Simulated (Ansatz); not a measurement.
Isolated molecules relaxed with PBE0-D4/def2-TZVP in Ansatz; ΔE leaves out vibrations. CCSD(T)/CBS is the MP2 limit (def2-TZVPP, def2-QZVPP) plus CCSD(T) − MP2 in def2-TZVPP, frozen cores. Functionals use def2-TZVPP. def2 core potentials past Kr. For Br, Ga, Sn outer-core shells are correlated without core-valence functions, which leaves a few kJ/mol of doubt a bond. Scalar relativity is left out up to krypton. Each species was taken in one conformer, which may not be the lowest.

Consider the redistribution: `[F][Sn]([F])([F])[SH]` + `C[O][Ga]([SH])[Br]` → `[F][Sn]([F])([F])[Br]` + `C[O][Ga]([SH])[SH]`.

| level | ΔE (kJ/mol) |
| --- | --- |
| PBE | 13.8 |
| r2SCAN | 12.7 |
| MP2/def2-TZVPP | 16.6 |
| CCSD(T)/def2-TZVPP | 15.9 |

What does CCSD(T)/CBS give? (An estimate is asked.)

Computed: +11.8 kJ/mol. The listed levels differ from it by 2.0, 0.9, 4.8, 4.1 kJ/mol.

Largest T1 diagnostic among the species: 0.015.
